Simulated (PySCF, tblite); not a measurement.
Isomers of C3H8FOSi2 (doublet state), one GFN2-xTB conformer each. Single-point energies are computed at B3LYP/pcH-1 (PySCF, gas phase, no added dispersion term), electronic only. GFN2-xTB treats the open shell by occupation alone, and not every SCF solution was tested for stability.

```
                        SMILES  GFN2-xTB relative energy (kJ/mol)
CO[C@@H]1[SiH][C@@H](F)[SiH2]1                                0.0
       COC1[SiH2][C](F)[SiH2]1                               14.8
```

Conformers: `[CH3:1][O:2][C@@H:3]1[SiH:4][C@@H:5]([F:6])[SiH2:7]1` (doublet state) with C1–O2–C3–Si4 -86°, O2–C3–Si4–C5 -106°, C3–Si4–C5–F6 -125°, Si4–C5–Si7–C3 6°, O2–C3–Si7–C5 106°; `[CH3:1][O:2][CH:3]1[SiH2:4][C:5]([F:6])[SiH2:7]1` (doublet state) with C1–O2–C3–Si4 -75°.

Question: What does B3LYP/pcH-1 give for the same structures?

Answer: 
```tsv
SMILES	B3LYP/pcH-1 E (Eh)	B3LYP/pcH-1 (kJ/mol)	GFN2-xTB (kJ/mol)	point group
CO[C@@H]1[SiH][C@@H](F)[SiH2]1	-873.12113	0.0	0.0	C1
COC1[SiH2][C](F)[SiH2]1	-873.11871	6.4	14.8	C1
```

Both levels put the same isomer lowest. Neighbours under 21 kJ/mol apart (CO[C@@H]1[SiH][C@@H](F)[SiH2]1 and COC1[SiH2][C](F)[SiH2]1) can change places with a better method, another conformer or zero-point energy.

Question: What happens when harmonic zero-point energies from GFN2-xTB frequencies are added?

Answer: 
```tsv
SMILES	ZPE (kJ/mol)	electronic (kJ/mol)	with ZPE (kJ/mol)
CO[C@@H]1[SiH][C@@H](F)[SiH2]1	261.0	0.0	2.4
COC1[SiH2][C](F)[SiH2]1	252.2	6.4	0.0
```

The zero-point energies span 8.8 kJ/mol. COC1[SiH2][C](F)[SiH2]1 becomes the lowest.
